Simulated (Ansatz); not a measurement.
A structure drawn as `C=NC=N[SiH3]`, with this starting geometry:

```xyz
11

C    -2.1337    0.2331    0.9402
N    -1.7499   -0.7129    0.2334
C    -0.4752   -0.6606   -0.1873
N     0.3277    0.3578    0.0309
Si    1.9153    0.2268   -0.5608
H    -1.6105    1.1318    1.2918
H    -3.2187    0.2170    1.3168
H    -0.1517   -1.4831   -0.8885
H     2.5624   -0.9646   -0.0539
H     1.8304    0.2134   -2.0235
H     2.7038    1.4411   -0.0993
```

The species carries charge 0 and has multiplicity 1.

Q: Relax it with Ansatz at PBE-D4/def2-SVP and then PBE0-D4/def2-TZVP. Is the drawn bonding still there?

A: Yes, every drawn bond is still there and no new one forms.

Q: Give the relaxed structure. (Estimate.)

A: The calculation gave: 
Z-matrix (Å, degrees):
```
Si
N 1 1.734
H 1 1.495 2 112.3
H 1 1.485 2 108.2 3 -120.6
H 1 1.484 2 108.9 3 121.0
C 2 1.261 1 123.9 3 -2.1
N 6 1.392 2 123.3 1 -175.4
H 6 1.100 2 124.7 1 0.4
C 7 1.260 6 119.3 2 -53.9
H 9 1.095 7 122.6 6 -3.2
H 9 1.089 7 119.2 6 176.7
```
No frequency check was run.

Atoms count as bonded under 1.1 times the sum of their covalent radii (H–H under 0.85 Å, pairs among N, O and F under 1.55 Å), and a drawn bond as lost past 1.3 times.
